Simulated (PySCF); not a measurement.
C₄H₉ClSi.
SMILES with atom numbers: `[Cl:1][SiH:2]1[CH2:3][CH2:4][CH2:5][CH2:6]1` (hydrogens: H7 on Si2; H8, H9 on C3; H10, H11 on C4; H12, H13 on C5; H14, H15 on C6)

Method used: core-valence-separated Tamm–Dancoff BHandHLYP/aug-pcX-1 (pcseg-1 on H, def2-SVPD on Si, def2-SVPD on Cl) in PySCF, non-relativistic, gas phase, PBE0-D3(BJ)/def2-SVP geometry. The energies are unshifted.

**Question.** List the carbon K-edge absorption lines.

**Answer.** 
```tsv
E (eV)	f	core hole on	main final orbital
285.29	0.0244	C3/C6	LUMO (2 roots, f summed)
285.55	0.0147	C3	spread
285.57	0.0147	C4	LUMO (74 %)
285.63	0.0117	C5	LUMO (64 %)
285.66	0.0167	C6	LUMO+4 (33 %)
285.86	0.0140	C6	LUMO+2 (32 %)
285.92	0.0117	C3	spread
286.08	0.0235	C4	spread
286.17	0.0270	C5	spread
286.19	0.0340	C3/C6	spread (2 roots, f summed)
286.47	0.0317	C3/C6	spread (2 roots, f summed)
286.73	0.0244	C4/C5	LUMO+1 (2 roots, f summed)
286.91	0.0017	C4	LUMO+4 (52 %)
286.95	0.0007	C3	spread
```

The first line with a tenth or more of the strongest one's intensity is at 285.29 eV (f = 0.024, sum of 2), with the hole on C3/C6 (sp3 carbon bound to silicon). The strongest listed is at 286.19 eV (f = 0.034, sum of 2; C3/C6).

Roots within 0.03 eV whose holes lie on the same, on equivalent or on shared atoms are summed into one line, and the highest roots are left out, as the search may have cut off their partners. Final orbitals are the ground state's empty Kohn–Sham orbitals.

**Question.** What is the summed oscillator strength of the listed C K lines, and their intensity-weighted mean energy?

**Answer.** Σf = 0.251 over 14 lines from 285.29 to 286.95 eV; the weighted mean is 286.02 eV. The strongest line holds 14 % of the sum.

Only the lowest roots of each edge were sought.

One conformer stands for the species.
